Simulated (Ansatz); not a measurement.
The same molecule with X = S, Se, Te. Ansatz, PBE0-D4/def2-TZVP geometries, multiplicity 1. Each molecule was computed in one conformer, which needn't be the lowest.

Elements past krypton have def2 core potentials. Scalar relativity is left out up to krypton.

```csv
X,molecule,mean X–H bond length / Å,mean X–Si bond length / Å,"ideal-gas entropy at 298 K and 1 bar (rigid rotor, harmonic PBE0-D4/def2-TZVP) / J/(mol·K)",size of the dipole moment (B3LYP/def2-TZVPP) / D,LUMO energy (ωB97M-V/def2-TZVPP) / eV
S,`N[SiH2]S`,1.343,2.151,315,1.13,1.90
Se,`N[SiH2][SeH]`,1.469,2.293,322,1.94,1.80
```

(1) Give the row for X = Te, `N[SiH2][TeH]`. (Best estimate.)

## Answers

(1) Ansatz gave: 
```tsv
X	molecule	mean X–H bond length / Å	mean X–Si bond length / Å	ideal-gas entropy at 298 K and 1 bar (rigid rotor, harmonic PBE0-D4/def2-TZVP) / J/(mol·K)	size of the dipole moment (B3LYP/def2-TZVPP) / D	LUMO energy (ωB97M-V/def2-TZVPP) / eV
Te	`N[SiH2][TeH]`	1.658	2.513	332	1.68	1.41
```

From S to Te the mean X–H bond length rises at each step, by 0.315 Å in all; the mean X–Si bond length rises at each step, by 0.362 Å in all; the ideal-gas entropy at 298 K and 1 bar (rigid rotor, harmonic PBE0-D4/def2-TZVP) rises at each step, by 17 J/(mol·K) in all; the LUMO energy (ωB97M-V/def2-TZVPP) falls at each step, by 0.49 eV in all. Bonds lengthen as the atom grows down the group. Dipoles are sizes alone, and their direction can turn along the series.

B3LYP here is the variant with VWN-RPA as its local correlation; programs differ in this.
